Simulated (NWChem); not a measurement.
# CH2NO cation; SMILES [NH2+]=C=O

All runs: NWChem. Pople sets run with spherical d functions. The geometry was optimised at PBE0/def2-SVP. Level: PBE/6-31G* with SMD (1 M gas to 1 M solution), gas-phase geometry. Reactions with the solvent are ignored.

Q: Order these by “cavity-dispersion-structure term (kcal/mol)”, lowest first: water; acetone; diethyl ether.

A: diethyl ether (0.2), acetone (0.9), water (5.5)
